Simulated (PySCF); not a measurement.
# Ionisation energy of Zr⁺ by level of theory

Zr⁺ [Kr] 4d2 5s1 (4F) → Zr²⁺ [Kr] 4d2 (3F), as a difference of total energies. All numbers are calculated (PySCF 2.14, a scalar-relativistic core potential, in def2-SVP with the def2 core potential (28 electrons)). Correlated levels: valence: 4s2 4p6 frozen. The calculations carry no spin-orbit coupling.

```tsv
method	ionisation energy (eV)
UHF	12.300
B3LYP	13.320
MN15	13.028
MP2 (valence)	12.469
SCS-MP2 (valence)	12.356
```

Q: How much does correlation contribute at MP2 (valence)?

A: 12.469 − (12.300) = 0.169 eV, measured against UHF.

The reference lies between the lowest fine-structure levels, while these numbers refer to the centres of the terms.

Errors of the correlated levels include the incompleteness of this basis and the frozen core.

For comparison: 13.13 eV (measured; NIST Atomic Spectra Database, ionization energies).
